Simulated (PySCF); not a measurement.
# Dipole response of Hf (hafnium, neutral)

[Xe] 4f14 5d2 6s2, high-spin 3F determinant. Calculation: PySCF 2.14, in ANO-RCC-VTZP; scalar relativity by spin-free X2C-1e. Coupled (time-dependent) response in atomic units; α is the mean over directions. The basis has no added diffuse functions, which lowers α and C₆.

```json
{"method": "BP86", "mean α (bohr³)": "75.40", "C₆ (like pair)": "898.9", "S(−4)": "2551"}
```

S(−4) is the Cauchy moment in α(ω) = α(0) + S(−4) ω² + …

Reference α: 103 ± 6 bohr³ (recommended; Schwerdtfeger and Nagle, table of static dipole polarizabilities (2023 update)). Published C₆: 1040 (Gould and Bucko (2016)).

Spin-orbit coupling is absent.

α(iu) at BP86:

| u (hartree) | α(iu) (bohr³) |
| --- | --- |
| 0 | 75.40 |
| 0.0500 | 69.87 |
| 0.100 | 58.52 |
| 0.200 | 37.49 |
| 0.300 | 24.92 |
| 0.500 | 13.86 |
| 0.750 | 8.742 |
| 1.00 | 6.335 |
| 1.50 | 3.957 |
| 2.00 | 2.768 |
| 3.00 | 1.618 |
| 5.00 | 0.7861 |

A single London oscillator, α(iu) = α/(1 + u²/ω²), gives C₆ = (3/4) ω α². Matching the computed C₆ needs ω = 4 × 898.9 / (3 × 75.40²) = 0.211 hartree.

Spin-orbit coupling, absent here, splits the open shell strongly.
